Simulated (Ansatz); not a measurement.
Input file for CH5AlO3:

```yaml
crystal:
  periodic: [false, false, false]
  atoms:
    - {symbol: O, position_ang: [0.338146, 0.032297, 1.047884]}
    - {symbol: C, position_ang: [-0.294472, -0.961494, 0.057842]}
    - {symbol: O, position_ang: [0.705126, -1.715973, -0.489130]}
    - {symbol: O, position_ang: [-0.928473, -0.150236, -0.779962]}
    - {symbol: Al, position_ang: [-0.378201, 1.432236, -0.104647]}
    - {symbol: H, position_ang: [1.274945, -0.169762, 1.147430]}
    - {symbol: H, position_ang: [-0.918392, -1.602580, 0.686982]}
    - {symbol: H, position_ang: [0.922403, -1.309376, -1.338139]}
    - {symbol: H, position_ang: [-1.472416, 2.284549, 0.653571]}
    - {symbol: H, position_ang: [0.834435, 2.109140, -0.878832]}
basis:
  gaussian: {orbitals: def2-TZVPP}
correlation: {method: ccsd_t}
```

```sh
$ ansatz run in.yaml --threads 4 --pin off --events-out ev --progress --plain --max-ram 10444MiB
```

Output of Ansatz, abridged:

```
Functional definition: HF
1451 factors; integrals over basis functions are off by at most 9.6e-4 eV
mean field evaluation 1: about -13804.1495 eV, gradient 4.9e1 eV
mean field evaluation 2: about -13804.4498 eV, gradient 5.0e1 eV
mean field evaluation 4: about -13808.9726 eV, gradient 3.8e0 eV
mean field evaluation 8: about -13809.0318 eV, gradient 3.4e-1 eV
mean field -13809.03211727 eV, -507.4725702114 hartree, gradient 2.1e-6 eV, S^2 0.000000; 0 other end points of the search recorded, 0 dependent functions left out
9 core orbitals not correlated: weight in the atoms' cores, before any rotation towards them, 1.000 or more for the frozen orbitals, at most 0.000 for the correlated occupied ones
reference -13809.03211727 eV, -507.4725702114 hartree; 15, 15 occupied and 212, 212 virtual orbitals, 1451 factors
second order -26.28765421 eV of doubles, -0.00000000 eV of singles
cycle   1  -26.15516615 eV  change    1.3e-1 eV  update   1.1e-1
cycle   2  -26.79601721 eV  change   -6.4e-1 eV  update   3.1e-2
cycle   3  -26.93738479 eV  change   -1.4e-1 eV  update   1.6e-2
cycle   4  -26.91834079 eV  change    1.9e-2 eV  update   3.5e-3
cycle   5  -26.91762007 eV  change    7.2e-4 eV  update   1.8e-3
cycle   6  -26.91900113 eV  change   -1.4e-3 eV  update   5.3e-4
cycle   7  -26.91867379 eV  change    3.3e-4 eV  update   2.1e-4
cycle   8  -26.91856080 eV  change    1.1e-4 eV  update   6.7e-5
cycle   9  -26.91858133 eV  change   -2.1e-5 eV  update   2.5e-5
perturbative correction -0.99642093 eV, -0.0366177936 hartree
Total energy: -13836.94711952 eV, -508.4984276229 hartree
```

It took 110 s on 4 threads of an Arm Neoverse V1 on a shared host, with 4.5 GiB of host memory at the peak.

MP2 recovers 94.2 % of the CCSD(T) correlation energy and the triples give 3.6 %; T1 = 0.0124.
